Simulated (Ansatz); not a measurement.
Reaction (cleavage of the P–Ge bond): `C[SiH2][GeH2][PH2]` + `C[SiH2]O` → `C[SiH2]OP` + `C[SiH2][GeH3]`

Program: Ansatz. Geometries: PBE0-D4/def2-TZVP. ΔE: electronic, gas phase. CBS: MP2 limit from def2 TZ/QZ plus the TZ coupled-cluster correction, frozen cores. This one scheme is used for every species. Functionals use def2-TZVPP. For Ge outer-core shells are correlated without core-valence functions, which leaves a few kJ/mol of doubt a bond. Scalar relativity is left out up to krypton. Each species was taken in one conformer, which may not be the lowest.

`C[SiH2][GeH2][PH2]`:

Cartesian coordinates in Å:
```
C 0.523 0.042 -1.945
Si 1.386 -0.021 -0.282
Ge -0.179 -0.477 1.454
P -1.813 1.183 1.413
H 0.032 -0.908 -2.165
H -0.237 0.828 -1.958
H 1.238 0.250 -2.744
H 2.039 1.284 0.014
H 2.441 -1.073 -0.282
H -0.801 -1.880 1.294
H 0.485 -0.413 2.843
H -2.755 0.445 2.179
H -2.360 0.741 0.178
```

`C[SiH2]O`:

Z-matrix (Å, degrees):
```
C
Si 1 1.863
H 1 1.093 2 111.0
H 1 1.094 2 110.2 3 119.8
H 1 1.093 2 111.5 3 -120.7
O 2 1.652 1 112.6 3 57.7
H 2 1.492 1 108.9 3 -179.5
H 2 1.483 1 110.6 3 -59.4
H 6 0.957 2 117.7 1 68.6
```

`C[SiH2]OP`:

```xyz
11

C    -0.335   -0.583   -1.583
Si    0.068    0.867   -0.492
O     0.669    0.369    0.970
P    -0.175   -0.354    2.180
H    -1.111   -1.206   -1.132
H     0.548   -1.203   -1.755
H    -0.702   -0.237   -2.553
H    -1.151    1.692   -0.267
H     1.135    1.709   -1.088
H     0.709   -1.442    2.440
H     0.345    0.390    3.278
```

`C[SiH2][GeH3]`:

Cartesian coordinates in Å:
```
C 1.345 -1.075 -0.325
Si -0.274 -0.654 0.523
Ge -1.041 1.510 -0.104
H 1.687 -2.069 -0.029
H 2.120 -0.354 -0.059
H 1.228 -1.063 -1.411
H -0.106 -0.689 2.003
H -1.320 -1.652 0.164
H -1.260 1.594 -1.626
H -0.008 2.588 0.277
H -2.370 1.863 0.587
```

CCSD(T)/CBS gives +39.2 kJ/mol.

(1) Another level gave +33.6 kJ/mol. Which?
A. ωB97M-V/def2-TZVPP
B. HF/def2-TZVPP
C. MP2/def2-TZVPP
D. PBE-D4/def2-TZVPP

Largest T1 diagnostic among the species: 0.012.

Results:

(1) A. ωB97M-V 33.6, MP2/def2-TZVPP 43.4, PBE-D4 47.9, HF/def2-TZVPP 16.9 kJ/mol.

In def2-TZVPP, CCSD(T) changes the Hartree–Fock value by +22.5 kJ/mol (the triples alone add +3.1 kJ/mol) and MP2 by +26.5 kJ/mol.
